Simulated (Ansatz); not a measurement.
A structure relaxed at r2SCAN-D4/def2-TZVP in Ansatz, charge 0, doublet:

```tsv
atom	x (Å)	y (Å)	z (Å)
Ag1	-0.390	0.127	-0.695
Ag2	2.074	-0.785	-0.586
Br3	-1.684	0.658	1.280
```

(1) Give its formula and point group.

(2) Summarise the bond lengths by kind (pairs closer than 1.2 times the sum of covalent radii, bridged metal pairs left out).

Answers

(1) the cluster Ag2Br. Point group Cs (tolerance 0.1 Å).

(2) 1 × Ag–Ag 2.63 Å; 1 × Ag–Br 2.42 Å.

In the def2 sets Ag takes a core potential; there is no spin–orbit coupling. The relaxation made no stability test and no search for a lower SCF solution. The structure comes from a short search, and lower isomers may exist.
